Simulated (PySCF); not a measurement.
Breaking a bond: GeSe, singlet.

Level of theory: CCSD(T) on UHF/cc-pVDZ, 18 core orbitals frozen (PySCF).

Question: Relative to R = 2.14 Å, what are the energies at R = 2.66, 3.90, 6.36, 7.43 Å?

Answer: 34.8 kcal/mol at 2.66 Å, 102.8 kcal/mol at 3.90 Å, 107.1 kcal/mol at 6.36 Å, 107.2 kcal/mol at 7.43 Å.

The unrestricted solution behind UCCSD(T) changes between 2.87 and 3.18 Å and between 3.18 and 3.54 Å, which can leave a kink. The unrestricted determinant behind UCCSD(T) is spin-contaminated at 2.29 to 8.56 Å (<S²> up to 2.0, against 0.00 for a pure singlet).
